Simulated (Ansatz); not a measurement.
Computed with Ansatz on PBE0-D4/def2-TZVP structures; ΔE is electronic, products minus reactants. CCSD(T)/CBS is the MP2 limit (def2-TZVPP, def2-QZVPP) plus CCSD(T) − MP2 in def2-TZVPP, frozen cores. This one scheme is used for every species. Functionals use def2-TZVPP. B3LYP here is the variant with VWN-RPA as its local correlation; programs differ in this. One conformer a species, not always the lowest.

`C[SiH](S)CCl` + H₂S → `C[SiH](S)CS` + HCl  (substitution at a C–Cl bond)

Task: Is it downhill or uphill in electronic energy at CCSD(T)/CBS, and by how much? (An estimate is asked.)

Result: Ansatz gave: Downhill: ΔE = -0.17 eV.

Task: What do these levels give: PBE-D4, ωB97M-V, B2PLYP, r2SCAN, PBE0, B3LYP, MP2/def2-TZVPP, SCS-MP2/def2-TZVPP, CCSD/def2-TZVPP, HF/def2-QZVPP, SCS-MP2/def2-QZVPP, CCSD/CBS(def2)? (Best estimate.)

Result: Ansatz gave: PBE-D4 -0.17, ωB97M-V -0.15, B2PLYP -0.15, r2SCAN -0.16, PBE0 -0.16, B3LYP -0.12, MP2/def2-TZVPP -0.20, SCS-MP2/def2-TZVPP -0.17, CCSD/def2-TZVPP -0.17, HF/def2-QZVPP -0.10, SCS-MP2/def2-QZVPP -0.17, CCSD/CBS(def2) -0.17 eV.

Largest T1 diagnostic among the species: 0.011.

In def2-TZVPP, CCSD(T) changes the Hartree–Fock value by −0.08 eV (the triples alone add −0.01 eV) and MP2 by −0.10 eV.
